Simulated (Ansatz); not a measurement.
Input file for Ansatz (an electronic-structure program): R-CCSD(T)/aug-cc-pVTZ on CH2O (a complex), monomers drawn apart or pushed together.

Ansatz 0.2 input:
```yaml
crystal:
  periodic: [false, false, false]
  atoms:
    - {symbol: C, position_ang: [0.16870368, 0.34907248, -0.09199768]}
    - {symbol: O, position_ang: [-0.18374212, -0.40427055, -0.84922749]}
    - {symbol: H, position_ang: [0.12653990, 0.26496671, 2.70716014]}
    - {symbol: H, position_ang: [-0.05954470, -0.13041177, 3.30962052]}
basis:
  gaussian:
    orbitals: aug-cc-pVTZ
magnetization: {spin_polarized: false}
correlation: {method: ccsd_t, electrons: outside_noble_gas}
scf: {lower_state_search: off}
```

Output:

```
WARN ansatz: RAYON_NUM_THREADS=1 ignored (pool sized by the plan → 1); use --threads N
Functional definition: HF
these checks for a lower state are left out or cut short: stability, starts, cluster_reference, orbital_swaps, neighbouring_geometries, increment
integrals: 0.27 GiB planned
806 factors; integrals over basis functions are off by at most 8.1e-4 eV
mean field: 0.23 GiB planned
mean field evaluation 1: about -3098.3908 eV, gradient 2.7e1 eV
mean field evaluation 2: about -3098.3915 eV, gradient 2.7e1 eV
mean field evaluation 4: about -3099.7459 eV, gradient 2.0e0 eV
mean field evaluation 8: about -3099.7587 eV, gradient 8.7e-5 eV
mean field -3099.75874368 eV, -113.9140327383 hartree, gradient 2.5e-6 eV, S^2 0.000000; 0 other end points of the search recorded, 0 dependent functions left out
2 core orbitals not correlated
reference -3099.75874368 eV, -113.9140327383 hartree; 6, 6 occupied and 130, 130 virtual orbitals, 806 factors
second order -10.69937729 eV of doubles, -0.00000000 eV of singles
coupled cluster: 0.73 GiB planned
cycle   1  -10.50665119 eV  change    1.9e-1 eV  update   9.5e-2
cycle   2  -10.87923443 eV  change   -3.7e-1 eV  update   3.2e-2
cycle   3  -10.98494834 eV  change   -1.1e-1 eV  update   1.5e-2
cycle   4  -10.97121546 eV  change    1.4e-2 eV  update   2.8e-3
cycle   5  -10.97215861 eV  change   -9.4e-4 eV  update   1.0e-3
cycle   6  -10.97225112 eV  change   -9.3e-5 eV  update   2.3e-4
cycle   7  -10.97215872 eV  change    9.2e-5 eV  update   5.8e-5
cycle   8  -10.97216958 eV  change   -1.1e-5 eV  update   1.8e-5
cycle   9  -10.97216568 eV  change    3.9e-6 eV  update   4.9e-6
perturbative correction -0.47821999 eV, -0.0175742604 hartree
Total energy: -3111.20912935 eV, -114.3348266502 hartree
Checks for a lower state left out: stability, starts, cluster_reference, orbital_swaps, neighbouring_geometries, increment
```

Self-consistency was reached.

Cost: roughly 12 core-seconds.
